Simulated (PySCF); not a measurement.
These compounds are isomers of formula C5H5NO2.

A. `[O-][n+]1ccc(O)cc1`
B. SMILES C=C(CC#N)C(=O)O
C. `COC(=O)/C=C/C#N`
D. SMILES C=COC(=O)CC#N

Spectrum 1. 1H NMR (300 MHz, computed): δ 7.81 (m, 1H), 5.35 (m, 1H), 5.10 (m, 1H), 3.21 (s, 2H). 13C{1H} NMR (computed): δ 165.8 (C), 149.1 (CH), 117.6 (C), 105.2 (CH2), 26.3 (CH2).

Spectrum 2. 1H NMR (300 MHz, computed): δ 8.14 (d, 2H), 6.69 (d, 2H), 4.12 (br s, 1H). 13C{1H} NMR (computed): δ 155.7 (C), 144.6 (CH), 118.0 (CH).

Spectrum 3. 1H NMR (300 MHz, computed): δ 7.26 (br s, 1H), 6.94 (br s, 1H), 6.29 (br s, 1H), 3.47 (s, 2H). 13C{1H} NMR (computed): δ 170.4 (C), 141.3 (CH2), 138.8 (C), 122.9 (C), 19.1 (CH2).

Spectrum 4. 1H NMR (300 MHz, computed): δ 6.73 (m, 1H), 6.73 (m, 1H), 4.04 (s, 3H). 13C{1H} NMR (computed): δ 172.4 (C), 148.5 (CH), 122.3 (CH), 121.8 (C), 54.7 (CH3).

Level of theory: GFN2-xTB structure, GIAO PBE0/pcSseg-1 shieldings, in PySCF 2.14.0 with density-fitted response routines (no solvent model, averaged over atoms made equivalent by symmetry, fast rotation or ring inversion, one computed conformer, non-relativistic Hamiltonian).

Shifts are taken against calculated references (same method and geometry level): 1H (σref 31.72) and 13C (σref 186.93) vs TMS. Where no couplings were computed, multiplicities follow the n + 1 count of equivalent neighbours, and m marks all less simple cases (inequivalent or close neighbours, rings, F or P nearby). Acid and N–H amide carbonyl carbons lie up to 10 ppm further downfield in solution (hydrogen bonding). Shifts are as computed. Against solution values, carbons near 30 ppm lie about +3 ppm off and those near 130 ppm about +5 ppm (rms about the fit 2.1 ppm; single classes can miss by 10 ppm). Of 1328 compounds with measured shifts, 309 miss one by over three times the rms of a fit or turn the order of signals round; such compounds aren't used in these exercises. Signals without a measured value on file couldn't be tested in this way; 1H shifts scatter by 0.2 ppm about their fit, and single ones miss by 0.5 ppm. OH and NH positions are gas-phase values without hydrogen bonding to other molecules.

Which spectrum belongs to which compound?

## Answers

1–D, 2–A, 3–B, 4–C.

- Spectrum 1 (D): 5 13C signals; δC 165.8 is an ester carbonyl carbon; δC 149.1 is an alkene carbon bearing oxygen.
- Spectrum 2 (A): 3 13C signals; δC 155.7 is an aromatic carbon bearing oxygen; δC 144.6 is an aromatic CH next to a ring nitrogen.
- Spectrum 3 (B): 5 13C signals; δC 170.4 is a carboxylic acid carbon; δC 141.3 is a β carbon of a C=C–C=O unit.
- Spectrum 4 (C): 5 13C signals; δC 172.4 is an ester carbonyl carbon; δC 148.5 is an α carbon of a C=C–C=O unit.
